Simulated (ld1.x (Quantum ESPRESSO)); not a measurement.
**u(r) = r·R(r): atom against pseudo-atom (silicon (Si))**

Columns: radius, all-electron u(r) and pseudo u(r) of the 2s shell (level -139.13 eV) of silicon in the configuration [He] 2s2 2p6 3s2 3p2; PBEsol, scalar-relativistic, TM scheme, ld1.x (Quantum ESPRESSO) 7.5.

| r (bohr) | all-electron | pseudo |
| --- | --- | --- |
| 0.038 | 0.5842 | -0.1381 |
| 0.075 | 0.5976 | -0.2727 |
| 0.113 | 0.3522 | -0.4109 |
| 0.150 | 0.0219 | -0.5453 |
| 0.188 | -0.3238 | -0.6826 |
| 0.225 | -0.6255 | -0.8143 |
| 0.263 | -0.8815 | -0.9450 |
| 0.300 | -1.0742 | -1.0638 |
| 0.338 | -1.2167 | -1.1719 |
| 0.375 | -1.3077 | -1.2575 |
| 0.413 | -1.3597 | -1.3199 |
| 0.450 | -1.3772 | -1.3524 |
| 0.488 | -1.3683 | -1.3565 |
| 0.525 | -1.3395 | -1.3354 |
| 0.563 | -1.2944 | -1.2936 |
| 0.600 | -1.2397 | -1.2396 |
| 0.638 | -1.1760 | -1.1760 |
| 0.675 | -1.1095 | -1.1095 |
| 0.713 | -1.0388 | -1.0388 |
| 0.750 | -0.9694 | -0.9694 |
| 0.788 | -0.8990 | -0.8990 |
| 0.825 | -0.8321 | -0.8321 |
| 0.863 | -0.7660 | -0.7660 |
| 0.900 | -0.7046 | -0.7046 |
| 0.938 | -0.6448 | -0.6448 |
| 0.975 | -0.5902 | -0.5902 |

**Question.** How many radial nodes do the two functions have?

**Answer.** The all-electron 2s function has n − l − 1 = 1; the pseudo-wave has 0, since the states of the same l below it are removed with the core.

**Question.** At about which radius was the pseudo-wave matched?

**Answer.** 0.65 bohr. The columns agree to 0.0005 from 0.60 bohr on; several derivatives are matched, so the curves merge somewhat inside the radius.

**Question.** Is the pseudo-wave norm-conserving?

**Answer.** Yes: the TM scheme keeps the norm inside the radius equal to the all-electron one, which fixes the energy derivative of the logarithmic derivative at the level.
